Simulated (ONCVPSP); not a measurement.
## Before and after: ONCV potential for palladium (Pd)

```
Element                 : palladium (Pd)
Generator               : ONCVPSP 4.0.1
Type                    : optimised norm-conserving Vanderbilt (ONCV)
Functional              : PBE
Relativity              : scalar-relativistic
Frozen core             : [Ar] 3d10
Valence charge          : 18
Reference configuration : 4s2 4p6 4d10
Partial waves           : 4s: rc 1.55 bohr, ncon 3, nbas 7, qcut 9.1 1/bohr, 2 projectors, debl 0.6 Ha; 4p: rc 1.45 bohr, ncon 5, nbas 10, qcut 11.3 1/bohr, 2 projectors, debl 3.8 Ha; 4d: rc 1.35 bohr, ncon 4, nbas 7, qcut 6.2 1/bohr, local
Local potential         : the d channel
Core correction         : polynomial model core, fcfact 0.65
```

In the s channel the program set the typed energies aside and used -3.136, 0.250 Ha.

Change: s: qcut 9.2; p: qcut 11.4.

Cutoffs: the cutoffs (Ha) at which the residual kinetic energy of the hardest occupied pseudo-wave falls to 1 and 0.1 mHa per electron; they do not see the model core or the augmentation charge, which bear on the density cutoff. Errors are all-electron minus pseudo energies relative to the spin-unpolarised reference configuration.

**Question.** Predict the effect on cutoff, ghosts and configuration errors.

**Answer.** The potential gets neither clearly harder nor softer (76 Ha and 94 Ha → 76 Ha and 94 Ha); both files keep a bound ghost (p); the errors of the 3 common tests hardly move.

```tsv
quantity	base	changed
cutoff, loose	76 Ha	76 Ha
cutoff, tight	94 Ha	94 Ha
loose cutoff by channel	s 27 Ha, p 41 Ha, d 76 Ha	s 28 Ha, p 42 Ha, d 76 Ha
bound ghosts	p	p
GHOST(+) flags under 300 eV	none	none
tests with a reliable result	3 of 4	3 of 4
error for 4s2 4p6 4d9, meV [ΔE 9.12 eV]	-1.2	-1.2
error for 4s2 4p6 4d8, meV [ΔE 29.93 eV]	-8.3	-8.5
error for 4s1 4p6 4d10, meV [ΔE 91.57 eV]	-237	-230
s: phases at 1.57 bohr within 0.05 rad from the reference energy up to (Ha; the scan ends near 5)	to the end of the scan	to the end of the scan
p: phases at 1.47 bohr within 0.05 rad from the reference energy up to (Ha; the scan ends near 5)	3.8	3.7
d: phases at 1.37 bohr within 0.05 rad from the reference energy up to (Ha; the scan ends near 5)	4.9	4.9
rms error of d²Exc/dni dnj with the model core, mHa	1.53	1.46
```

 A true bound ghost makes a file unfit for plane-wave use even where its test errors are small: the radial tests pick states by their node count and pass the ghost by.
